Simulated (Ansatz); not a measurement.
Two members of one family (GaSb nanocrystals, H-capped) that differ in charge, which shifts all levels, computed with Ansatz in the gas phase; def2 core potentials for Sb, no spin–orbit coupling. Sets without diffuse functions give affinities that are too small. A dash marks a value that wasn't run or was left out as unsound. The structures are stationary points that may keep the symmetry of their start. Remarks come from the PBE and PBE0 runs and from stability tests at other levels; not every state was tested. HOMO above LUMO (over both spins in singlets and doublets, within one spin in higher multiplets; at PBE or PBE0), or a gap under 0.15 eV within one spin, warns that the state may not be the lowest or that an electron is smeared out.

First: Ga10Sb10H28, cut from zinc blende (singlet, charge 0, PBE-D4/def2-SVP geometry).

```xyz
48

Ga   -1.5836   -2.2085   -4.3540
Ga   -0.8337   -4.5801    2.3742
Ga    2.6526   -1.0982    3.1263
Ga    0.9374    1.5812   -4.1133
Ga    3.3493    2.2743   -0.0699
Ga    0.5464   -0.9030   -0.5539
Ga   -3.6320   -1.0421   -0.0520
Ga   -1.3494    0.3252    3.1570
Ga   -1.1484    2.9992   -0.0764
Ga    1.5656    3.5734    3.5969
Sb    0.0291   -3.4701    0.0456
Sb    0.4804   -0.8699   -3.2178
Sb   -3.4960   -1.1600   -2.7522
Sb    2.8544   -0.2633    0.5465
Sb   -1.6048   -2.3268    3.6510
Sb    1.0988    0.9327    3.9348
Sb    3.1469    2.2964   -2.7682
Sb   -0.8736    3.0385   -2.7731
Sb    1.2658    3.6057    0.8886
Sb   -1.4665    0.4410    0.4904
H    -1.7816   -1.6644   -5.8200
H    -1.4258   -3.7219   -3.9369
H    -2.1231   -5.4061    2.0046
H     0.4725   -5.1011    3.0814
H     4.0805   -1.1142    3.7932
H     1.7159   -2.3774    2.9893
H     0.9938    1.8725   -5.6618
H     4.7687    2.8433    0.3241
H    -3.1955   -2.4839    0.4602
H    -4.9781   -0.3305    0.3534
H    -2.5816    1.0746    3.8063
H    -2.2868    4.0201    0.3165
H     3.0947    3.8836    3.8362
H     0.3486    4.3586    4.2237
H     1.4385   -4.3023   -0.4832
H    -0.9674   -3.9868   -1.2533
H     1.9405   -1.6724   -3.6547
H    -4.9976   -1.7116   -3.3845
H    -3.6945    0.4631   -3.2858
H     4.0008   -1.1792   -0.3575
H    -1.0347   -2.5118    5.2617
H    -3.2636   -2.5586    4.0342
H     0.9850    0.7239    5.6413
H     4.4166    1.3611   -3.4507
H     3.6864    3.8099   -3.3838
H    -0.7304    4.6489   -3.3594
H    -2.3864    2.7054   -3.5158
H     1.5657    5.2115    0.3410
```

```tsv
level	HOMO (eV)	LUMO (eV)	gap (eV)	vertical IE (eV)	vertical EA (eV)	vertical triplet (eV)
PBE-D4/def2-SVP	-5.73	-2.55	3.17	–	–	–
PBE-D4/def2-TZVP	-5.77	-2.63	3.15	7.21	1.43	3.17
r2SCAN-D4/def2-TZVP	-5.99	-2.54	3.45	–	–	–
PBE0-D4/def2-SVP	-6.60	-1.95	4.65	–	–	–
PBE0-D4/def2-TZVP	-6.61	-2.00	4.61	7.58	1.21	3.72
```

Remarks: gap within one spin near zero at PBE or PBE0 (+1 doublet), gap within one spin near zero at PBE or PBE0 (-1 doublet), gap within one spin near zero at PBE or PBE0 (triplet).

Second: Ga11Sb12H32⁺, cut from zinc blende (singlet, charge 1, PBE-D4/def2-SVP geometry).

Cartesian coordinates in Å:
```
Ga 2.123 -2.450 -4.459
Ga -4.445 0.453 -3.322
Ga -4.295 -1.036 1.451
Ga 3.019 -3.829 -0.114
Ga -0.457 -3.033 3.088
Ga -0.748 -1.821 -1.051
Ga 1.110 1.986 -2.646
Ga -1.763 2.055 0.429
Ga 1.875 0.331 1.512
Ga -1.057 1.366 4.474
Ga 1.553 5.090 2.363
Sb -2.374 -1.318 -3.124
Sb 1.245 -3.290 -2.016
Sb 2.706 0.099 -3.725
Sb -2.121 -2.628 1.053
Sb -3.439 2.354 -1.643
Sb -2.932 1.038 2.545
Sb 1.526 -4.523 2.013
Sb 3.784 -1.386 0.744
Sb 0.581 -0.630 3.600
Sb 0.229 0.584 -0.522
Sb -0.637 4.455 0.872
Sb 2.921 2.742 1.976
H 3.473 -3.199 -4.749
H 0.827 -2.374 -5.350
H -4.372 1.044 -4.774
H -5.627 -0.207 -2.533
H -5.233 -1.728 2.502
H -4.672 -0.534 -0.002
H 4.239 -4.779 -0.404
H -1.039 -3.770 4.354
H -0.167 2.137 -3.570
H 1.982 3.178 -2.084
H -1.609 0.982 5.890
H -0.276 2.680 4.063
H 1.092 5.019 3.859
H 2.367 6.175 1.575
H -2.875 -2.851 -3.709
H -1.244 -1.008 -4.376
H 0.529 -4.842 -2.211
H 3.620 0.786 -5.005
H 4.023 -0.019 -2.626
H -2.618 -4.220 0.628
H -4.754 3.250 -1.001
H -2.768 3.638 -2.563
H -4.105 2.262 2.834
H 0.863 -6.049 1.601
H 2.578 -5.082 3.248
H 4.939 -1.559 2.001
H 4.813 -0.641 -0.406
H 1.834 -0.924 4.744
H -0.440 5.123 -0.696
H -1.916 5.488 1.362
H 4.044 2.904 0.689
H 4.088 2.514 3.212
```

**Question.** Estimate how these quantities change from the first to the second (second minus first).

**Answer.** 
```tsv
level	Δ HOMO (eV)	Δ LUMO (eV)	Δ gap (eV)	Δ vertical IE (eV)	Δ vertical EA (eV)	Δ vertical triplet (eV)
PBE-D4/def2-SVP	-2.46	-2.55	-0.08	–	–	–
PBE-D4/def2-TZVP	-2.44	-2.54	-0.09	2.38	2.57	-0.06
r2SCAN-D4/def2-TZVP	-2.45	-2.49	-0.04	–	–	–
PBE0-D4/def2-SVP	-2.47	-2.51	-0.04	–	–	–
PBE0-D4/def2-TZVP	-2.45	-2.51	-0.05	2.41	2.54	-0.02
```

Remarks: gap within one spin near zero at PBE or PBE0 (+2 doublet), gap within one spin near zero at PBE or PBE0 (neutral doublet), gap within one spin near zero at PBE or PBE0 (triplet).
